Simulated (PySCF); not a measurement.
A calculated (LDA, PySCF 2.14, aug-cc-pVTZ-X2C, the spin-free X2C one-electron Hamiltonian (Gaussian nucleus)) atom or ion has these occupied shells.

| shell | electrons | orbital energy (eV) | rms radius, mean of both spins (bohr) |
| --- | --- | --- | --- |
| 1s α | 1 | -37134.6 | 0.0292 |
| 1s β | 1 | -37134.5 | 0.0292 |
| 2s α | 1 | -5871.9 | 0.119 |
| 2s β | 1 | -5871.9 | 0.119 |
| 2p α | 3 | -5274.5 | 0.106 |
| 2p β | 3 | -5274.5 | 0.106 |
| 3s α | 1 | -1240.5 | 0.312 |
| 3s β | 1 | -1240.4 | 0.312 |
| 3p α | 3 | -1048.2 | 0.312 |
| 3p β | 3 | -1048.2 | 0.312 |
| 3d α | 5 | -765.28 | 0.290 |
| 3d β | 5 | -765.27 | 0.290 |
| 4s α | 1 | -244.18 | 0.716 |
| 4s β | 1 | -244.16 | 0.716 |
| 4p α | 3 | -181.91 | 0.763 |
| 4p β | 3 | -181.89 | 0.763 |
| 4d α | 5 | -90.860 | 0.863 |
| 4d β | 5 | -90.831 | 0.863 |
| 5s α | 1 | -34.885 | 1.74 |
| 5s β | 1 | -34.802 | 1.74 |
| 5p α | 3 | -19.927 | 2.04 |
| 5p β | 3 | -19.796 | 2.04 |
| 6s α | 1 | -4.158 | 4.86 |
| 6p α | 1 | -1.969 | 6.46 |

(1) Name the element and its charge.

Answers

(1) Ba (barium, neutral), in [Xe] 6s1 6p1, high-spin 3P determinant (an excited configuration).
